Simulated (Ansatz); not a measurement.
`CBC=S` + HCl → `CBCl` + `C=S` at 500 K and 1 bar (ligand exchange at a B–C bond).

Program: Ansatz. Geometries: PBE0-D4/def2-TZVP. ΔE: electronic, gas phase. CBS: MP2 limit from def2 TZ/QZ plus the TZ coupled-cluster correction, frozen cores. This one scheme is used for every species. One conformer a species, not always the lowest.

```tsv
species	CCSD(T)/CBS energy (Eh)	H − E (kJ/mol)	S (J/(mol·K))
`CBC=S`	-501.64970	208.2	364.3
HCl	-460.38127	32.5	201.9
`CBCl`	-525.07110	160.2	325.9
`C=S`	-436.98974	83.9	252.6
```

H − E and S are ideal-gas, rigid-rotor, harmonic terms from PBE0-D4/def2-TZVP, for one conformer and one mirror image of each species. 1 Eh = 2625.50 kJ/mol, R = 8.31446 J/(mol·K).

Question: By hand: ΔE, ΔH, ΔS and ΔG.

Answer: ΔE = (-525.07110) + (-436.98974) − (-501.64970) − (-460.38127) = -0.02987 Eh = -78.4 kJ/mol. Δ(H − E) = 160.2 + 83.9 − 208.2 − 32.5 = 3.4, so ΔH = -75.0 kJ/mol. ΔS = 325.9 + 252.6 − 364.3 − 201.9 = 12.3 J/(mol·K). ΔG = -75.0 − 500 × (12.3)/1000 = -81.2 kJ/mol.

Question: By hand: the equilibrium constant, and the temperature at which ΔG would vanish if ΔH and ΔS stayed fixed.

Answer: log₁₀ K = −ΔG/(RT ln 10) = 8.5. ΔH and −TΔS have one sign here, so there is no such temperature.

The number of gas molecules stays the same, so ΔS is small and ΔH decides. A doubt of 5 kJ/mol in ΔE shifts log₁₀ K by 0.5 here. Other conformers and mirror images would add mixing entropy, several J/(mol·K) or more a flexible species. Modes under 60 cm⁻¹, often nearly free rotors, make the harmonic entropy too high. These are equilibria of isolated gas molecules and say nothing of rates. Largest T1 diagnostic: 0.019 (customary marks: 0.02 for closed shells, 0.045 for open ones).

ΔS is within the doubt of such terms, so its sign, and with it that verdict, could turn.
